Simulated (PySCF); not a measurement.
## Charge on either side of a bond

Compound: C₇H₁₀NS (charge +1).
Atom-mapped SMILES: `[CH3:1][c:2]1[cH:3][cH:4][n+:5]([CH3:6])[cH:7][c:8]1[SH:9]` (hydrogens: H10, H11, H12 on C1; H13 on C3; H14 on C4; H15, H16, H17 on C6; H18 on C7; H19 on S9)

Cartesian coordinates in Å at the GFN2-xTB level; atoms count from 1:
```
atom  x, y, z in Å
C1    -2.6493   -0.9999   -0.2687
C2    -1.2322   -0.6068   -0.1264
C3    -0.1968   -1.5305   -0.0984
C4     1.1171   -1.1215    0.0262
N5     1.4226    0.1741    0.1250
C6     2.7983    0.6071    0.2406
C7     0.4561    1.1033    0.1079
C8    -0.8807    0.7623   -0.0154
S9    -2.1559    1.9524   -0.0422
H10   -3.0662   -0.5635   -1.1776
H11   -3.2348   -0.6016    0.5610
H12   -2.7662   -2.0782   -0.3063
H13   -0.4126   -2.5841   -0.1760
H14    1.9279   -1.8326    0.0462
H15    2.9266    1.2245    1.1302
H16    3.0804    1.1964   -0.6332
H17    3.4607   -0.2520    0.3118
H18    0.7710    2.1334    0.1929
H19   -1.3756    3.0265    0.0948
```

Atomic charges (e) from the PBE0/pcSseg-1 density (PySCF):

| atom | Mulliken | IAO | Hirshfeld | ESP-fitted |
| --- | --- | --- | --- | --- |
| C1 | -0.1103 | -0.4419 | -0.1011 | -0.6277 |
| C2 | -0.1395 | +0.0897 | +0.0585 | +0.6550 |
| C3 | -0.1279 | -0.1419 | -0.0143 | -0.4342 |
| C4 | +0.3039 | -0.0128 | +0.0639 | +0.0625 |
| N5 | -0.6014 | +0.0293 | +0.0642 | +0.1090 |
| C6 | -0.0712 | -0.3227 | -0.0240 | -0.4355 |
| C7 | +0.3845 | -0.0338 | +0.0447 | +0.2183 |
| C8 | -0.4464 | -0.1057 | +0.0039 | -0.5414 |
| S9 | +0.1488 | +0.1184 | +0.0933 | -0.0473 |
| H10 | +0.1837 | +0.1887 | +0.0683 | +0.2257 |
| H11 | +0.1832 | +0.1870 | +0.0665 | +0.2240 |
| H12 | +0.1566 | +0.1772 | +0.0733 | +0.1921 |
| H13 | +0.1350 | +0.1974 | +0.0880 | +0.2412 |
| H14 | +0.1685 | +0.1987 | +0.0941 | +0.1795 |
| H15 | +0.1734 | +0.1894 | +0.0825 | +0.1964 |
| H16 | +0.1762 | +0.1900 | +0.0822 | +0.1964 |
| H17 | +0.1627 | +0.1881 | +0.0849 | +0.1988 |
| H18 | +0.1493 | +0.1880 | +0.0849 | +0.1291 |
| H19 | +0.1709 | +0.1172 | +0.0864 | +0.2582 |

Task: Cut each of the bonds C1–C2, C6–N5 and S9–C8 in turn and sum the charges on the side of the atom named first.

Result: In e; the other side holds the total charge, +1, less this:

```tsv
bond cut	piece	atoms	Mulliken	IAO	Hirshfeld	ESP-fitted
C1–C2	CH3	4	+0.413	+0.111	+0.107	+0.014
C6–N5	CH3	4	+0.441	+0.245	+0.226	+0.156
S9–C8	SH	2	+0.320	+0.236	+0.180	+0.211
```

Extremes among these pieces. Mulliken: lowest SH at S9, highest CH3 at C6; IAO: lowest CH3 at C1, highest CH3 at C6; Hirshfeld: lowest CH3 at C1, highest CH3 at C6; ESP-fitted: lowest CH3 at C1, highest SH at S9.

Task: Do the schemes agree better on the pieces than on the single atoms at the cuts?

Result: The spread between schemes averages 0.275 e for the pieces and 0.378 e for the atoms named first; it is smaller for the piece at 3 of the 3 cuts. On average they agree better on the pieces.

Geometry: GFN2-xTB, one conformer, isolated ion.

The run behind these numbers computed NMR shieldings as well. On one thread, Arm Neoverse V2 (aarch64), no GPU, on a shared host, this took 47 s of wall time (grids of density and orbitals included) and 0.94 GiB of memory at its peak.
